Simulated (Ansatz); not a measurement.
Correlation energies of `C=[C](C)[GeH3]` by basis set

```xyz
12

C     0.349    1.325   -0.869
C     0.122    0.164   -0.262
C     0.522   -1.148   -0.862
Ge   -0.762    0.140    1.474
H     0.058    2.275   -0.431
H     0.840    1.369   -1.839
H     1.005   -1.013   -1.833
H    -0.347   -1.800   -1.000
H     1.214   -1.687   -0.206
H     0.144   -0.531    2.523
H    -2.068   -0.674    1.395
H    -1.077    1.580    1.909
```

The species carries charge 0 and has multiplicity 1. Correlated methods include outer-core shells of Ge, which these sets cover unevenly. Scalar relativity is left out up to krypton. The geometry is a stationary point of PBE0-D4/def2-TZVP. Frozen core, restricted reference, Ansatz.

| basis | HF (Eh) | MP2 corr. | CCSD corr. | (T) | CCSD(T) total |
| --- | --- | --- | --- | --- | --- |
| def2-SVP | -2193.24829 | -0.65128 | -0.69727 | -0.02276 | -2193.96832 |
| def2-TZVPP | -2193.64162 | -0.77007 | -0.81108 | -0.03306 | -2194.48576 |
| def2-QZVPP | -2193.68906 | -1.06531 | – | – | – |
